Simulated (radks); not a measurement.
The germanium anion Ge4-, [Kr], held by a Watson sphere: a shell of charge +4 at radius R that stands for the Madelung well of a crystal (potential energy -4/R inside, -4/r outside, in hartree with lengths in bohr). All-electron calculation, scalar-relativistic Kohn-Sham, PBE, spin-unpolarised, spherical densities, finite nucleus; Fermi nuclear charge, rms radius of each element as measured or else 0.836 A^(1/3) + 0.57 fm. Program: a radial shooting solver on a logarithmic mesh with Libxc functionals. Response by self-consistent Sternheimer equations with the Hartree and adiabatic LDA kernel, the relativistic mass of each level held fixed and spin-orbit coupling left out. The sphere does not respond.

| R (bohr) | e(3d) (eV) | e(4s) (eV) | e(4p) (eV) | <r> 4p (bohr) | sum of <r^2> (bohr^2) | X-ray form factor at sin(theta)/lambda = 0.1 1/angstrom | alpha (bohr^3) |
|---|---|---|---|---|---|---|---|
| 2.4 | -28.615 | -14.881 | -7.174 | 2.636 | 69.95 | 31.839 | 44.53 |
| 3.21 | -26.906 | -12.158 | -5.671 | 3.087 | 90.05 | 31.083 | 84.04 |
| 3.37 | -26.773 | -11.758 | -5.411 | 3.179 | 94.41 | 30.945 | 95.17 |
| 3.78 | -26.556 | -10.907 | -4.811 | 3.415 | 106.2 | 30.615 | 130.2 |
| 4 | -26.487 | -10.542 | -4.528 | 3.543 | 112.8 | 30.453 | 153.4 |
| 4.54 | -26.393 | -9.871 | -3.941 | 3.863 | 130.4 | 30.102 | 225.7 |
| 4.75 | -26.377 | -9.682 | -3.751 | 3.989 | 137.7 | 29.984 | 260.3 |
| 5.1 | -26.367 | -9.440 | -3.472 | 4.200 | 150.6 | 29.812 | 326.7 |
